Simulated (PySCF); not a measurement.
Ionisation energy of Mg⁺ by level of theory

Mg⁺ [Ne] 3s1 (2S) → Mg²⁺ [Ne] (1S), as a difference of total energies. Calculation: PySCF 2.14, in Sapporo-DZP-2012 (5s4p1d, 22 functions); the spin-free X2C one-electron Hamiltonian (Gaussian nucleus). The calculations carry no spin-orbit coupling.

```csv
method,ionisation energy (eV)
UHF,14.734
BP86,15.256
B3LYP,15.473
```

For comparison: 15.035 eV (measured; NIST Atomic Spectra Database, ionization energies).
